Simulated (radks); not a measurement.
Task: These are the eigenvalues of the occupied orbitals of an atom or ion with whole-number occupations (hartree). All-electron calculation, scalar-relativistic Kohn-Sham, PBEsol, spin-unpolarised, spherical densities, point nucleus. Program: a radial shooting solver on a logarithmic mesh with Libxc functionals.

orbital  eigenvalue
1s        -2968.192
2s        -523.9636
2p        -452.9992
3s        -123.8986
3p        -103.3206
3d        -81.34820
4s        -27.12276
4p        -20.37592
4d        -12.28191
5s         -4.29779
4f         -3.29473
5p         -2.51251
5d         -0.56436

Which element is it, and in what charge state? The configuration may be excited.

Result: Z = 79, gold, charge +1: Au+ in [Xe] 4f14 5d10. The list shows which subshells hold electrons but not how many an open one holds; the 1s level, -2968.2 hartree, gives Z - s = 77.0 by -(Z - s)^2/2, which with screening and relativity narrows Z to a few neighbours, and the depths of the outer levels then fix element, charge and occupations together.
